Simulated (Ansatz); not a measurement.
Molecule: dichloroborane, sum formula BHCl2, charge 0, multiplicity 1. SMILES: B(Cl)Cl
Coordinates optimised at B3LYP-D3(BJ)/def2-TZVP (Ansatz, a first-principles code):
```xyz
4

B     -0.0163     0.7006    -0.0221
Cl     1.5184    -0.1227     0.0154
Cl    -1.5111    -0.1940    -0.0054
H     -0.0438     1.8813    -0.0594
```
Charge 0, spin multiplicity 1.

Parts of the frozen-core correlation energy in STO-3G (Ansatz, hartree). Frozen orbitals: 11; correlated occupied orbitals by spin: 9 and 9; virtual: 4 and 4. No spin-orbit coupling. No relativistic terms.

```csv
term,value
reference (HF),-934.18275
MP2 opposite-spin,(withheld)
MP2 same-spin,(withheld)
CCSD correlation,(withheld)
(T),-0.00247
FCI minus CCSD(T),-0.00038
T1 diagnostic,0.014
largest doubles amplitude,0.046
```

Problem. What belongs in the gaps?

Solution. 
- MP2 opposite-spin, value: -0.04391
- MP2 same-spin, value: -0.00939
- CCSD correlation, value: -0.06647
